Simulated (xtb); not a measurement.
xtb input file for C2H6ClFSi2, SMILES F[C@H]1C[SiH2][Si@H]1Cl, GFN2-xTB. 

```
$ xtb mol.xyz --gfn 2 --sp --chrg 0 --uhf 0 --json
$ cat mol.xyz
12

F      0.20131110    -2.21829276     0.11583128
C     -0.20025629    -1.19690697    -0.73236223
C     -1.68768260    -0.84813315    -0.51059548
Si    -1.61389785     1.06931283    -0.33765549
Si     0.65707339     0.53441705    -0.40592639
Cl     1.77664997     0.57262453     1.27038277
H     -0.02548788    -1.58558850    -1.74164028
H     -2.01772849    -1.32135793     0.41440700
H     -2.32488885    -1.23965158    -1.30152581
H     -2.29458064     1.56695848     0.86178985
H     -2.19269841     1.76061687    -1.49522488
H      1.56371077     0.86706270    -1.50890199
```

It prints:

```
[banner left out]
          |                Calculation Setup                |
           -------------------------------------------------



           -------------------------------------------------
          |                 G F N 2 - x T B                 |
           -------------------------------------------------

        Reference                      10.1021/acs.jctc.8b01176
      * Hamiltonian:
        H0-scaling (s, p, d)           1.850000    2.230000    2.230000
        zeta-weighting                 0.500000
      * Dispersion:
        s8                             2.700000
        a1                             0.520000
        a2                             5.000000
        s9                             5.000000
      * Repulsion:
        kExp                           1.500000    1.000000
        rExp                           1.000000
      * Coulomb:
        alpha                          2.000000
        third order                    shell-resolved
        anisotropic                    true
        a3                             3.000000
        a5                             4.000000
        cn-shift                       1.200000
        cn-exp                         4.000000
        max-rad                        5.000000


          ...................................................
          :                      SETUP                      :
          :.................................................:
          :  # basis functions                  48          :
          :  # atomic orbitals                  45          :
          :  # shells                           21          :
          :  # electrons                        36          :
          :  max. iterations                   250          :
          :  Hamiltonian                  GFN2-xTB          :
          :  restarted?                      false          :
          :  GBSA solvation                  false          :
          :  PC potential                    false          :
          :  electronic temp.          300.0000000     K    :
          :  accuracy                    1.0000000          :
          :  -> integral cutoff          0.2500000E+02      :
          :  -> integral neglect         0.1000000E-07      :
          :  -> SCF convergence          0.1000000E-05 Eh   :
          :  -> wf. convergence          0.1000000E-03 e    :
          :  Broyden damping             0.4000000          :
          :  net charge                          0          :
          :  unpaired electrons                  0          :
          ...................................................

 iter      E             dE          RMSdq      gap      omega  full diag
   1    -20.1148929 -0.201149E+02  0.652E+00    4.18       0.0  T
   2    -20.2058799 -0.909870E-01  0.293E+00    3.71       1.0  T
   3    -20.2092278 -0.334788E-02  0.229E+00    3.88       1.0  T
   4    -20.2101615 -0.933695E-03  0.904E-01    3.88       1.0  T
   5    -20.2120116 -0.185017E-02  0.519E-01    3.91       1.0  T
   6    -20.2125438 -0.532159E-03  0.387E-01    3.91       1.0  T
   7    -20.2127043 -0.160511E-03  0.114E-01    3.89       1.0  T
   8    -20.2127123 -0.794363E-05  0.792E-02    3.89       1.0  T
   9    -20.2127183 -0.604880E-05  0.281E-02    3.89       1.0  T
  10    -20.2127198 -0.149353E-05  0.163E-02    3.89       1.8  T
  11    -20.2127201 -0.318419E-06  0.116E-02    3.89       2.5  T
  12    -20.2127206 -0.456858E-06  0.516E-03    3.89       5.6  T
  13    -20.2127207 -0.876495E-07  0.307E-03    3.89       9.4  T
  14    -20.2127207 -0.267226E-07  0.128E-03    3.89      22.5  T
  15    -20.2127207 -0.433413E-08  0.557E-04    3.89      51.8  T
  16    -20.2127207 -0.121027E-08  0.313E-04    3.89      92.3  T

   *** convergence criteria satisfied after 16 iterations ***

         #    Occupation            Energy/Eh            Energy/eV
      -------------------------------------------------------------
         1        2.0000           -1.0597819             -28.8381
       ...           ...                  ...                  ...
        12        2.0000           -0.4485593             -12.2059
        13        2.0000           -0.4443092             -12.0903
        14        2.0000           -0.4412166             -12.0061
        15        2.0000           -0.4390834             -11.9481
        16        2.0000           -0.4174036             -11.3581
        17        2.0000           -0.3893894             -10.5958
        18        2.0000           -0.3740914             -10.1795 (HOMO)
        19                         -0.2311552              -6.2901 (LUMO)
        20                         -0.2243897              -6.1060
        21                         -0.2075663              -5.6482
        22                         -0.1668357              -4.5398
        23                         -0.1524360              -4.1480
       ...                                ...                  ...
        45                          1.0428699              28.3779
      -------------------------------------------------------------
                  HL-Gap            0.1429362 Eh            3.8895 eV
             Fermi-level           -0.3026233 Eh           -8.2348 eV

 SCC (total)                   0 d,  0 h,  0 min,  0.013 sec
 SCC setup                      ...        0 min,  0.000 sec (  0.695%)
 Dispersion                     ...        0 min,  0.000 sec (  0.401%)
 classical contributions        ...        0 min,  0.000 sec (  0.142%)
 integral evaluation            ...        0 min,  0.002 sec ( 15.529%)
 iterations                     ...        0 min,  0.007 sec ( 50.700%)
 molecular gradient             ...        0 min,  0.004 sec ( 31.812%)
 printout                       ...        0 min,  0.000 sec (  0.642%)

         :::::::::::::::::::::::::::::::::::::::::::::::::::::
         ::                     SUMMARY                     ::
         :::::::::::::::::::::::::::::::::::::::::::::::::::::
         :: total energy             -20.085734698885 Eh    ::
         :: gradient norm              0.000503930308 Eh/a0 ::
         :: HOMO-LUMO gap              3.889493081968 eV    ::
         ::.................................................::
         :: SCC energy               -20.212698843674 Eh    ::
         :: -> isotropic ES            0.043243896952 Eh    ::
         :: -> anisotropic ES         -0.002943110100 Eh    ::
         :: -> anisotropic XC         -0.000961478495 Eh    ::
         :: -> dispersion             -0.009367260418 Eh    ::
         :: repulsion energy           0.126964144789 Eh    ::
         :: add. restraining           0.000000000000 Eh    ::
         :: total charge              -0.000000000000 e     ::
         :::::::::::::::::::::::::::::::::::::::::::::::::::::

           -------------------------------------------------
          |                Property Printout                |
           -------------------------------------------------

    * Orbital Energies and Occupations

         #    Occupation            Energy/Eh            Energy/eV
      -------------------------------------------------------------
         1        2.0000           -1.0597819             -28.8381
       ...           ...                  ...                  ...
         6        2.0000           -0.5571088             -15.1597
         7        2.0000           -0.5263546             -14.3228
         8        2.0000           -0.5045454             -13.7294
         9        2.0000           -0.4895338             -13.3209
        10        2.0000           -0.4685237             -12.7492
        11        2.0000           -0.4628810             -12.5956
        12        2.0000           -0.4485593             -12.2059
        13        2.0000           -0.4443092             -12.0903
        14        2.0000           -0.4412166             -12.0061
        15        2.0000           -0.4390834             -11.9481
        16        2.0000           -0.4174036             -11.3581
        17        2.0000           -0.3893894             -10.5958
        18        2.0000           -0.3740914             -10.1795 (HOMO)
        19                         -0.2311552              -6.2901 (LUMO)
        20                         -0.2243897              -6.1060
        21                         -0.2075663              -5.6482
        22                         -0.1668357              -4.5398
        23                         -0.1524360              -4.1480
        24                         -0.1301771              -3.5423
        25                         -0.1035298              -2.8172
        26                         -0.0971617              -2.6439
        27                         -0.0585830              -1.5941
        28                         -0.0411663              -1.1202
        29                          0.0097962               0.2666
       ...                                ...                  ...
        45                          1.0428699              28.3779
      -------------------------------------------------------------
                  HL-Gap            0.1429362 Eh            3.8895 eV
             Fermi-level           -0.3026233 Eh           -8.2348 eV

     #   Z          covCN         q      C6AA      α(0)
     1   9 F        0.784    -0.277    12.061     4.102
     2   6 C        3.615     0.025    20.632     6.555
     3   6 C        3.752    -0.184    24.166     7.010
     4  14 Si       3.713     0.383   100.030    19.151
     5  14 Si       3.581     0.418   100.450    19.268
     6  17 Cl       0.804    -0.223   106.079    15.756
     7   1 H        0.924     0.011     2.877     2.653
     8   1 H        0.925     0.042     2.417     2.431
     9   1 H        0.925     0.022     2.705     2.572
    10   1 H        0.918    -0.069     4.588     3.350
    11   1 H        0.917    -0.086     5.103     3.533
    12   1 H        0.918    -0.063     4.429     3.292

 Mol. C6AA /au·bohr⁶  :       2925.149124
 Mol. C8AA /au·bohr⁸  :     113719.325353
 Mol. α(0) /au        :         89.672561


Wiberg/Mayer (AO) data.
largest (>0.10) Wiberg bond orders for each atom

 ---------------------------------------------------------------------------
     #   Z sym  total        # sym  WBO       # sym  WBO       # sym  WBO
 ---------------------------------------------------------------------------
     1   9 F    0.995 --     2 C    0.929
     2   6 C    3.849 --     3 C    1.017     7 H    0.983     1 F    0.929
                             5 Si   0.837
     3   6 C    3.973 --     2 C    1.017     9 H    0.987     8 H    0.979
                             4 Si   0.902
     4  14 Si   3.605 --     3 C    0.902    11 H    0.887    10 H    0.883
                             5 Si   0.818
     5  14 Si   3.767 --     6 Cl   1.138    12 H    0.869     2 C    0.837
                             4 Si   0.818
     6  17 Cl   1.254 --     5 Si   1.138
     7   1 H    1.000 --     2 C    0.983
     8   1 H    0.998 --     3 C    0.979
     9   1 H    1.000 --     3 C    0.987
    10   1 H    0.995 --     4 Si   0.883
    11   1 H    0.993 --     4 Si   0.887
    12   1 H    0.996 --     5 Si   0.869
 ---------------------------------------------------------------------------

Topologies differ in total number of bonds
Writing topology from bond orders to xtbtopo.mol

molecular dipole:
                 x           y           z       tot (Debye)
 q only:       -0.714       1.571      -0.763
   full:       -0.518       1.006      -0.726       3.417
molecular quadrupole (traceless):
                xx          xy          yy          xz          yz          zz
 q only:        0.927      -1.089      -2.413      -2.857      -0.640       1.486
Note: The following floating-point exceptions are signalling: IEEE_UNDERFLOW_FLAG IEEE_DENORMAL
normal termination of xtb
  q+dip:        1.664       0.497      -4.782      -3.223       1.104       3.118
   full:        1.042       1.030      -3.413      -2.383       1.054       2.371


           -------------------------------------------------
          | TOTAL ENERGY              -20.085734698885 Eh   |
          | GRADIENT NORM               0.000503930308 Eh/α |
          | HOMO-LUMO GAP               3.889493081968 eV   |
           -------------------------------------------------

------------------------------------------------------------------------
------------------------------------------------------------------------
 total:
 SCF:
```

The calculation finished and met its thresholds.
